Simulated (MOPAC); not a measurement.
Input file for MOPAC: PM6 on SnAs, 2S+1 = 2, a spin state set in the input, which need not be the lowest, a point of a bond scan (R = 2.440 Å).

```
PM6 1SCF PRECISE CHARGE=0 UHF MS=0.5 THREADS=1
AsSn

As     0.00000000 1     0.00000000 1     0.00000000 1
Sn     0.00000000 1     0.00000000 1     2.44042500 1
```

It printed:

```
*******************************************************************************
 **                                                                           **
 **                              MOPAC v23.2.5                                **
 **                                                                           **
 *******************************************************************************
 ** MOPAC's Digital Object Identifier: https://doi.org/10.5281/zenodo.6511958 **
 **                                                                           **
 ** Please cite the open-source release paper for use of this MOPAC version:  **
 ** J. E. Moussa and J. J. P. Stewart (2026)                                  **
 ** MOPAC: An open-source semiempirical molecular orbital program             **
 ** J. Open Source Softw., 11(119), 8025, https://doi.org/10.21105/joss.08025 **
 *******************************************************************************

                              PM6 CALCULATION RESULTS

 *******************************************************************************
 *  PM6        - The PM6 Hamiltonian to be used
 *  UHF        - UNRESTRICTED HARTREE-FOCK CALCULATION
 *
 *
 *
 *                 CHARGE ON SYSTEM = 0
 *
 *
 *
 *  MS=        - IN MECI, MAGNETIC COMPONENT OF SPIN =  0.5
 *  PRECISE    - TIGHTER CRITERIA TO BE USED
 *  1SCF       - DO 1 SCF AND THEN STOP
 *  THREADS=1  - MULTI-THREADING NOT USED
 *  T=         - A TIME OF 172800.0 SECONDS REQUESTED
 *  DUMP=N     - RESTART FILE WRITTEN EVERY 7200.0 SECONDS REQUESTED
 *******************************************************************************
PM6 1SCF PRECISE CHARGE=0 UHF MS=0.5 THREADS=1
 AsSn

   ATOM   CHEMICAL          X               Y               Z
  NUMBER   SYMBOL      (ANGSTROMS)     (ANGSTROMS)     (ANGSTROMS)

     1      As          0.00000000  *   0.00000000  *   0.00000000  *
     2      Sn          0.00000000  *   0.00000000  *   2.44042500  *



          CARTESIAN COORDINATES

    NO.       ATOM           X           Y           Z

     1        As          0.0000      0.0000      0.0000
     2        Sn          0.0000      0.0000      2.4404

 General Reference for PM6:
 "Optimization of Parameters for Semiempirical Methods V: Modification of NDDO Approximations
 and Application to 70 Elements", J. J. P. Stewart, J. Mol. Mod., 13, 1173-1213 (2007)
 URL: https://link.springer.com/article/10.1007/s00894-007-0233-4

           Empirical Formula: As Sn  =     2 atoms



      MOLECULAR POINT GROUP   :   C*v


          UHF CALCULATION, NO. OF ALPHA ELECTRONS =    5
                           NO. OF BETA  ELECTRONS =    4

 -------------------------------------------------------------------------------
 PM6 1SCF PRECISE CHARGE=0 UHF MS=0.5 THREADS=1
 AsSn



     1SCF WAS SPECIFIED, SO BFGS WAS NOT USED
     SCF FIELD WAS ACHIEVED


                              PM6 CALCULATION
                                                       MOPAC v23.2.5 Linux




          FINAL HEAT OF FORMATION =        105.48170 KCAL/MOL =     441.33542 KJ/MOL


          COSMO AREA              =        107.66 SQUARE ANGSTROMS
          COSMO VOLUME            =         98.49 CUBIC ANGSTROMS

          IONIZATION POTENTIAL    =          7.411155 EV
          ALPHA SOMO LUMO (EV)    =         -8.257 -1.132
          BETA  SOMO LUMO (EV)    =         -7.411 -2.165
          NO. OF ALPHA ELECTRONS  =          5
          NO. OF BETA  ELECTRONS  =          4
          MOLECULAR WEIGHT        =        193.6116         POINT GROUP:  C*v

          MOLECULAR DIMENSIONS (Angstroms)

            Atom       Atom       Distance
           Sn     2   As     1     2.44042
           Sn     2   As     1     0.00000
           As     1   Sn     2     0.00000


          SCF CALCULATIONS        =          1





   ATOM   CHEMICAL          X               Y               Z
  NUMBER   SYMBOL      (ANGSTROMS)     (ANGSTROMS)     (ANGSTROMS)

     1      As          0.00000000  *   0.00000000  *   0.00000000  *
     2      Sn          0.00000000  *   0.00000000  *   2.44042500  *

                             CARTESIAN COORDINATES

   1   As        0.000000000     0.000000000     0.000000000
   2   Sn        0.000000000     0.000000000     2.440425000


           Empirical Formula: As Sn  =     2 atoms



      MOLECULAR POINT GROUP   :   C*v


          ALPHA EIGENVALUES
 -15.88834 -12.70850  -9.38743  -9.28236  -8.25738  -1.13245  -0.53510   1.37456
  52.51682  52.53949  53.49789  53.82589  54.09070


           BETA EIGENVALUES
 -15.78187 -12.51985  -8.25620  -7.41115  -2.16540   0.03654   0.73970   1.52938
  56.66395  56.93583  56.99163  57.96194  57.96356


              NET ATOMIC CHARGES AND DIPOLE CONTRIBUTIONS

  ATOM NO.   TYPE          CHARGE      No. of ELECS.   s-Pop       p-Pop       d-Pop
    1         As          -0.039982        5.0400     1.92335     3.11419     0.00244
    2         Sn           0.039982        3.9600     1.89953     2.06049
 DIPOLE           X         Y         Z       TOTAL
 POINT-CHG.     0.000     0.000     0.469     0.469
 HYBRID         0.000     0.000    -1.501     1.501
 SUM            0.000     0.000    -1.032     1.032


          ATOMIC ORBITAL ELECTRON POPULATIONS

     Atom    s        px        py        pz      x^2-y^2     xz        z^2       yz        xy
    1 As   1.92335   1.08691   0.90603   1.12125   0.00001   0.00040   0.00180   0.00022   0.00000
    2 Sn   1.89953   0.91269   0.09375   1.05405


                    (SZ)    =    0.500000
                    (S**2)  =    1.359867


          ATOMIC ORBITAL SPIN POPULATIONS

    Atom   Total    s     px     py     pz   x^2-y^2  xz     z^2    yz     xy
         Atomic
    1 As  1.7561  0.000  0.768  0.906  0.082 -0.000  0.000  0.000  0.000 -0.000
    2 Sn -0.7561  0.005 -0.768  0.094 -0.087

 **********************
 *                    *
 * JOB ENDED NORMALLY *
 *                    *
 **********************




 == MOPAC DONE ==
```

The run finished. Its determinant has ⟨S²⟩ = 1.36, a mixture of spin states.

Cost: very roughly 0.03 core-seconds.
